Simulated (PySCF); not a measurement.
C₅H₈Si.
SMILES: `C#CCC(=C)[SiH3]`

Torsions of this conformer, `[CH:1]#[C:2][CH2:3][C:4](=[CH2:5])[SiH3:6]`: C2–C3–C4–C5 -130°.

The closed-shell ground state was solved at several levels (PySCF, density fitting, gas phase, non-relativistic). The structure is a single PBE0-D3(BJ)/def2-SVP conformer in the gas phase; no vibrational or solvent corrections.

```json
{"level": "PBE0/pcSseg-1", "basis functions": "149", "HOMO (eV)": "-7.71", "LUMO (eV)": "-0.48", "gap (eV)": "7.23", "dipole (D)": "0.82"}
{"level": "wB97X-D/pcSseg-2", "basis functions": "335", "HOMO (eV)": "-9.55", "LUMO (eV)": "1.21", "gap (eV)": "10.76", "dipole (D)": "0.84"}
```

(1) What might CAM-B3LYP/def2-SVPD (188 basis functions) give for the same quantities?

(2) Over all these levels, which gives the widest orbital gap and which the narrowest?

(3) How far do the dipole and the HOMO energy spread over the levels?

Results:

(1) HOMO -9.04 eV, LUMO 0.62 eV, gap 9.66 eV, dipole 0.81 D.

(2) wB97X-D/pcSseg-2 (range-separated hybrid) has the widest, 10.76 eV, and PBE0/pcSseg-1 (global hybrid, 25 % exact exchange) the narrowest, 7.23 eV. Functional and basis both differ between the two, so the spread mixes both effects.

(3) The dipole runs from 0.81 to 0.84 D (mean 0.82 D) and the HOMO from -9.55 to -7.71 eV.
